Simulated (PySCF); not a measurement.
A calculated (HSE06, PySCF 2.14, dyall-av2z, the non-relativistic Hamiltonian (point nucleus)) atom or ion has these occupied shells.

| shell | electrons | orbital energy (eV) | rms radius, mean of both spins (bohr) |
| --- | --- | --- | --- |
| 1s α | 1 | -411.81 | 0.267 |
| 1s β | 1 | -410.39 | 0.267 |
| 2s α | 1 | -35.917 | 1.37 |
| 2s β | 1 | -31.386 | 1.37 |
| 2p α | 2 | -23.831 | 1.40 |

**Question.** Name the element and its charge.

**Answer.** N⁺ (nitrogen, charge +1), in [He] 2s2 2p2, high-spin 3P determinant.
